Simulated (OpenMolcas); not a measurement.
## Dy2+ in a point-charge field

Dy2+ among 6 point charges of -1 e arranged as a tetragonal octahedron (D4h), 2.8 Å from the ion, with the axial distance 2.912 Å.

```json
{"Program": "OpenMolcas", "Method": "CASSCF", "Basis": "ANO-RCC-VDZP [7s6p4d2f1g]", "Scalar Hamiltonian": "DKH2, point nucleus", "Active space": "10 electrons in 7 orbitals (4f)", "State averaging": "2S+1 = 5 even, 35 roots (33 in the spin-orbit step); 2S+1 = 3 even, 106 roots kept (CI in the orbitals of an earlier block); 2S+1 = 1 even, 35 roots kept (CI in the orbitals of an earlier block, 31 in the spin-orbit step)", "Spin-orbit coupling": "state interaction with AMFI integrals over the reference wave functions"}
```

The lowest spin-free states (labels of D4, the rotations of D4h), above the lowest:

```
   State  Degeneracy  E (cm-1)  Free-ion L (%)
     5A1           1       0.0         I (100)
      5E           2       1.6         I (100)
     5B1           1       3.3         I (100)
2S+1 = 5           2      54.9         I (100)
     5B2           1      70.4         I (100)
      5E           2      79.0         I (100)
     5A2           1      91.8         I (100)
      5E           2      98.5         I (100)
     5A1           1     100.1         I (100)
      5E           2     16397         F (100)
     5A1           1     16464         S (100)
     5A2           1     16472         F (100)
     5B2           1     16474         F (100)
      5E           2     16494         F (100)
     5B1           1     16525         F (100)
      3E           2     19504         K (100)
2S+1 = 3           4     19512         K (100)
     3B1           1     19519         K (100)
     3B2           1     19520         K (100)
      3E           2     19524         K (100)
```

The lowest levels with spin-orbit coupling:

```json
{"E (cm-1)": "0.0", "Degeneracy": "1", "Label": "A1", "2S+1": "5", "J": "8.00", "|mJ| (%)": "0 (83)", "g": ""}
{"E (cm-1)": "0.4", "Degeneracy": "2", "Label": "E", "2S+1": "5", "J": "8.00", "|mJ| (%)": "1 (74)", "g": "0.00 0.00 0.37"}
{"E (cm-1)": "0.9", "Degeneracy": "1", "Label": "B1", "2S+1": "5", "J": "8.00", "|mJ| (%)": "2 (99)", "g": ""}
{"E (cm-1)": "49.1", "Degeneracy": "1", "Label": "B2", "2S+1": "5", "J": "8.00", "|mJ| (%)": "2 (96)", "g": ""}
{"E (cm-1)": "49.6", "Degeneracy": "2", "Label": "", "2S+1": "5", "J": "8.00", "|mJ| (%)": "8 (100)", "g": "0.00 0.00 19.90"}
{"E (cm-1)": "53.0", "Degeneracy": "2", "Label": "E", "2S+1": "5", "J": "8.00", "|mJ| (%)": "3 (73)", "g": "0.00 0.00 4.27"}
{"E (cm-1)": "59.4", "Degeneracy": "1", "Label": "A2", "2S+1": "5", "J": "8.00", "|mJ| (%)": "4 (100)", "g": ""}
{"E (cm-1)": "71.8", "Degeneracy": "1", "Label": "A1", "2S+1": "5", "J": "8.00", "|mJ| (%)": "4 (83)", "g": ""}
{"E (cm-1)": "79.5", "Degeneracy": "2", "Label": "E", "2S+1": "5", "J": "8.00", "|mJ| (%)": "5 (74)", "g": "0.00 0.00 5.93"}
{"E (cm-1)": "80.5", "Degeneracy": "2", "Label": "E", "2S+1": "5", "J": "8.00", "|mJ| (%)": "7 (80)", "g": "0.00 0.00 11.98"}
{"E (cm-1)": "86.2", "Degeneracy": "1", "Label": "B1", "2S+1": "5", "J": "8.00", "|mJ| (%)": "6 (99)", "g": ""}
{"E (cm-1)": "87.1", "Degeneracy": "1", "Label": "B2", "2S+1": "5", "J": "8.00", "|mJ| (%)": "6 (96)", "g": ""}
{"E (cm-1)": "4257", "Degeneracy": "1", "Label": "A2", "2S+1": "5", "J": "7.00", "|mJ| (%)": "0 (90)", "g": ""}
{"E (cm-1)": "4258", "Degeneracy": "2", "Label": "E", "2S+1": "5", "J": "7.00", "|mJ| (%)": "1 (83)", "g": "0.00 0.00 1.10"}
{"E (cm-1)": "4261", "Degeneracy": "1", "Label": "B2", "2S+1": "5", "J": "7.00", "|mJ| (%)": "2 (99)", "g": ""}
{"E (cm-1)": "4286", "Degeneracy": "1", "Label": "B1", "2S+1": "5", "J": "7.00", "|mJ| (%)": "2 (97)", "g": ""}
{"E (cm-1)": "4292", "Degeneracy": "2", "Label": "E", "2S+1": "5", "J": "7.00", "|mJ| (%)": "3 (78)", "g": "0.00 0.00 6.04"}
{"E (cm-1)": "4301", "Degeneracy": "2", "Label": "E", "2S+1": "5", "J": "7.00", "|mJ| (%)": "7 (94)", "g": "0.00 0.00 15.77"}
{"E (cm-1)": "4302", "Degeneracy": "1", "Label": "A1", "2S+1": "5", "J": "7.00", "|mJ| (%)": "4 (100)", "g": ""}
{"E (cm-1)": "4307", "Degeneracy": "1", "Label": "A2", "2S+1": "5", "J": "7.00", "|mJ| (%)": "4 (90)", "g": ""}
```

Powder χT (cm3 K/mol): 12.4 at 2 K, 12.8 at 10 K, 13.7 at 50 K, 13.9 at 100 K, 13.9 at 200 K, 14 at 300 K. The effective moment at 300 K is 2.828 √(χT) = 10.56 μB.

Hund's rules give f10 the level 5I8 with g = 1.250, so an isolated free-ion multiplet has χT = g² J(J+1) / 8 = 14.062 cm3 K/mol. The computed 13.955 at 300 K differs by -1 %, through the field's splitting, the mixing of terms and any other multiplet in reach.

Stevens parameters of the J = 8 multiplet, which is 87 cm-1 wide (cm-1, z along the main axis): B20 = 2.543e-01, B40 = -1.462e-03, B44 = -7.997e-03, B60 = -5.698e-07, B64 = 2.652e-05.

High states are left out of the spin-orbit mixing, which shifts the levels that they would mix with. Point charges carry no covalency, so the field is a model and not that of real ligands. An unlabelled pair can be two single states that coincide in this model. A group larger than the point group allows holds several states that coincide in this model. The first state left out of the spin-orbit step lies near 42000 cm-1 above the lowest spin-free state of the reference (among the parities and spins computed), and the lists stop at four fifths of that energy or lower. No measured value stands beside these numbers.

With an even number of electrons the g values are those of a degenerate or nearly degenerate non-Kramers pair.
